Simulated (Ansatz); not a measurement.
Several settings on one geometry of Be3Te2⁺ (that of the charge 1 doublet, PBE-D4/def2-SVP). Ansatz on 4 threads of Arm Neoverse V2 on a shared host; times are rough.

```
atom   x (Å)   y (Å)   z (Å)
 Be1   1.290   0.109  -0.338
 Be2  -0.736  -1.005  -0.487
 Be3  -0.554   0.896   0.825
 Te4  -0.493   1.101  -1.528
 Te5   0.493  -1.101   1.528
```

Totals from different functionals, basis sets or treatments of relativity can't be compared as stabilities.

DK, ANO-RCC and x2c sets are all-electron and run with scalar relativity unless a key says otherwise. In the def2 sets Te takes a core potential; there is no spin–orbit coupling.

The spins typed aren't always the lowest for that charge.

**Question.** Give the basis size and estimate the energy, ⟨S²⟩ and time of these runs.

```
run                     method  charge    state                                                                                                  further keys
  1  UKS BHLYP-D3(BJ)/def2-SVP       1  doublet                                                  accuracy: high; scf: {lower_state_search: off}; forces asked
  2  RKS BHLYP-D4/x2c-TZVPPall       2  singlet                                                                   scf: {omitted_lower_state_checks: [starts]}
  3      ROKS revPBE/def2-TZVP       1  doublet  final_grid: {core_spheres: 20, valence_spheres: 16, degree: 47}; scf: {omitted_lower_state_checks: [starts]}
```

**Answer.** 
```json
{"run": "1", "functions": "79", "energy (Eh)": "-579.9146", "⟨S²⟩": "0.76", "wall time": "5.5 s"}
{"run": "2", "functions": "177", "energy (Eh)": "-13631.4618", "⟨S²⟩": "–", "wall time": "3.9 s"}
{"run": "3", "functions": "157", "energy (Eh)": "-580.1969", "⟨S²⟩": "–", "wall time": "4.3 s"}
```
